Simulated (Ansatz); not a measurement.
HClSSi (SMILES S[Si]Cl), singlet, at a GFN2-xTB geometry, with bond 2-1 at 1.4 times its length; CASSCF(4,6)/6-31G in Ansatz (a first-principles code).

Input for Ansatz:
Ansatz 0.2 input:
```yaml
crystal:
  periodic: [false, false, false]
  atoms:
    - {symbol: Si, position_ang: [0.07288990, -0.05166997, 0.94297054]}
    - {symbol: Cl, position_ang: [1.63292800, -1.49323188, -0.96908031]}
    - {symbol: S, position_ang: [-1.20173488, 1.09506596, -0.41025631]}
    - {symbol: H, position_ang: [-1.97514863, 1.58539415, 0.54977440]}
basis:
  gaussian:
    orbitals: 6-31G
hamiltonian:
  xc: hf
magnetization: {spin_polarized: false}
correlation: {active_space: {window: {electrons: 4, orbitals: 6}}}
```

The log (banner, timings and long lists left out):

```
Functional definition: HF
452 factors; integrals over basis functions are off by at most 2.6e-4 eV
mean field evaluation 1: about -31192.8892 eV, gradient 2.1e1 eV
mean field evaluation 2: about -31192.8915 eV, gradient 2.1e1 eV
mean field evaluation 4: about -31195.1985 eV, gradient 1.4e0 eV
mean field evaluation 8: about -31195.2272 eV, gradient 7.6e-4 eV
mean field -31195.22720108 eV, -1146.4034547554 hartree, gradient 4.8e-6 eV, S^2 0.000000; 1 other end points of the search recorded, 0 dependent functions left out
reference -31195.22720108 eV, -1146.4034547554 hartree; 24, 24 occupied and 17, 17 virtual orbitals, 452 factors
state -31196.36011527 eV, -1146.4450885837 hartree
Total energy: -31196.36011527 eV, -1146.4450885837 hartree
```
